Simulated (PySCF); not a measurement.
## Electric field gradients and quadrupole coupling constants

Compound: C5H10N2Si2.
Z-matrix (Å and degrees, PBE0-D3(BJ)/def2-SVP geometry), rows numbered from 1:
```
N 
Si  1  1.7396
Si  2  2.3526  1  118.24
C   2  1.8919  1  109.73  3  -118.35
C   4  1.3994  2  123.96  1   -26.87
C   5  1.3928  4  118.95  2  -179.66
C   6  1.3927  5  118.62  4     0.07
C   7  1.3959  6  118.46  5    -0.40
N   8  1.3287  7  123.15  6     0.07
H   1  1.0142  2  120.10  3    43.13
H   1  1.0135  2  118.55  3   -97.82
H   2  1.4983  1  105.03  3   123.30
H   3  1.4942  2  112.51  1   165.47
H   3  1.5018  2  109.77  1    45.74
H   3  1.4969  2  110.26  1   -72.19
H   5  1.0931  4  119.44  2     0.77
H   6  1.0933  5  120.76  4  -179.87
H   7  1.0923  6  121.28  5  -179.89
H   8  1.0963  7  120.31  6  -179.40
```

Field gradients from the PBE0/pcSseg-1 density (PySCF, non-relativistic), principal values in atomic units, ordered |Vxx| ≤ |Vyy| ≤ |Vzz|:

| atom | Vxx | Vyy | Vzz |
| --- | --- | --- | --- |
| N1 | 0.3373 | 0.6123 | -0.9496 |
| N9 | 0.3501 | 0.7648 | -1.1148 |

Problem. Find the asymmetry η = (Vxx − Vyy)/Vzz and the couplings χ = eQV/h (234.96 MHz × Q in barn × V in au), with Q(14N) = 0.02044 b.

Solution. 
```json
{"atom": "N1", "environment": "silicon-bound nitrogen", "nucleus": "14N", "η": "0.29", "χzz (MHz)": "-4.561", "χxx (MHz)": "1.620", "χyy (MHz)": "2.941"}
{"atom": "N9", "environment": "pyridine-type nitrogen", "nucleus": "14N", "η": "0.37", "χzz (MHz)": "-5.35", "χxx (MHz)": "1.68", "χyy (MHz)": "3.67"}
```

The tensor is traceless: Vxx + Vyy + Vzz = 0.

Problem. What is Vzz at N9 in SI units (1 au = 9.71736 × 10²¹ V/m²)?

Solution. -1.1148 au = -10.833 × 10²¹ V/m².

Problem. And the gradient at the other heavy atoms, for which no coupling is worked out here?

Solution. 
| atom | environment | Vzz (au) | η |
| --- | --- | --- | --- |
| Si2 | SiH silicon | 0.212 | 0.74 |
| Si3 | SiH3 silicon | 0.082 | 0.84 |
| C4 | substituted aromatic carbon | 0.368 | 0.63 |
| C5 | aromatic CH carbon | 0.343 | 0.11 |
| C6 | aromatic CH carbon | 0.384 | 0.18 |
| C7 | aromatic CH carbon | 0.319 | 0.21 |
| C8 | aromatic CH next to a ring nitrogen | 0.336 | 0.35 |

Were the hydrogens deuterons (Q(2H) = 0.00286 b), χzz would run from 93 kHz (H12 and H14) to 277 kHz (H11).

One conformer (not necessarily the lowest) at the PBE0-D3(BJ)/def2-SVP geometry, without solvent, vibrations or thermal averaging. The basis is small and wasn't made for field gradients, so the couplings can be 20 % off.
